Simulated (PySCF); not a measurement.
SiOBr2, SMILES [Si](Br)(Br)=O.

Coordinates come from a B3LYP-D3(BJ)/def2-SVP optimisation.

Level of theory: B3LYP-D3(BJ)/def2-SVP in PySCF 2.14.0.

Frequencies are harmonic and unscaled.

Computed vibrational spectrum:
| mode | ν (cm⁻¹) | IR (km/mol) | Raman (Å⁴/amu) | depolarisation | moving atoms (share of kinetic energy) |
|---|---|---|---|---|---|
| 1 | 127 | 0.3 | 3.5 | 0.62 | Br 81 %, Si 12 % |
| 2 | 225 | 19.0 | 4.5 | 0.75 | O 76 %, Br 23 % |
| 3 | 254 | 29.0 | 0.1 | 0.75 | Si 71 %, O 26 % |
| 4 | 354 | 10.2 | 14.8 | 0.09 | Br 40 %, Si 35 %, O 25 % |
| 5 | 511 | 218.6 | 1.1 | 0.75 | Si 82 %, Br 16 % |
| 6 | 1237 | 90.4 | 16.8 | 0.17 | O 60 %, Si 40 % |
